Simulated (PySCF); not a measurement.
Zr³⁺ (zirconium, charge +3) across methods

[Kr] 4d1, 2D determinant. Calculation: PySCF 2.14, in aug-cc-pVDZ-PP with ECP28MDF (5s5p4d2f, 54 functions); scalar relativity through the core potential.

```csv
method,E (hartree),mean ε 4p α (eV),mean ε 4p β (eV),mean ε 4d α (eV),Σ⟨r²⟩ (bohr²),⟨S²⟩
LDA,-45.0115,-59.426,-58.723,-28.604,19.97,0.750
r2SCAN,-45.1934,-60.453,-59.555,-28.956,19.77,0.751
PBE0,-45.1650,-61.956,-61.009,-30.270,19.81,0.751
PBE,-45.1646,-59.555,-58.847,-28.807,19.84,0.750
TPSSh,-45.1701,-60.689,-59.848,-29.431,19.78,0.751
PBEsol,-45.0729,-59.391,-58.680,-28.647,19.88,0.750
HSE06,-45.1637,-61.533,-60.591,-29.855,19.81,0.751
UHF,-44.83797,-68.079,-66.301,-33.874,19.86,0.752
CAM-B3LYP,-45.1335,-63.461,-62.519,-31.716,19.87,0.750
```

Energies and moments cover only the electrons outside the core potential.
